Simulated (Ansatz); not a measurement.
Born–Oppenheimer molecular dynamics of Cl3GeHO (6 atoms, charge 0, multiplicity 1). It starts from a relaxed structure.

These are results of RHF/def2-SVP (Ansatz 0.2.0), not measurements.

```
ensemble        : NVT, Nosé–Hoover chain
time step       : 0.5 fs
steps asked     : 250
set temperature : 700 K
thermostat      : time constant 100 fs, chain length 3 (defaults)
seed            : 10811
```

First frame:

```xyz
6
Properties=species:S:1:pos:R:3
Ge -0.017 -0.029 -0.021
O -0.007 -0.082 1.705
H -0.836 -0.148 2.158
Cl 2.002 0.008 -0.658
Cl -1.037 1.709 -0.713
Cl -1.012 -1.740 -0.812
```

(1) How far do the bonds stretch over the last three quarters of this one trajectory? (Pairs bonded in most of those frames.)

Results:

(1) 
| bond | mean (Å) | spread (Å) | shortest | longest |
| --- | --- | --- | --- | --- |
| Ge1–O2 | 1.729 | 0.006 | 1.71 | 1.74 |
| Ge1–Cl4 | 2.168 | 0.102 | 1.99 | 2.31 |
| Ge1–Cl5 | 2.119 | 0.022 | 2.09 | 2.16 |
| Ge1–Cl6 | 2.128 | 0.038 | 2.07 | 2.19 |
| O2–H3 | 0.949 | 0.016 | 0.92 | 0.98 |

Mean temperature of the second half: 472 K. The conserved energy stayed within 0.15 meV per atom of its start (net change 0.13 meV per atom), so the integration is sound. The mean temperature of the second half is 33 % below the set value. A run of 0.12 ps of so small a system gives no equilibrium averages.

Time of the run: 5.6 min on 2 threads of Arm Neoverse V2, on a shared host, peak memory 0.24 GiB.
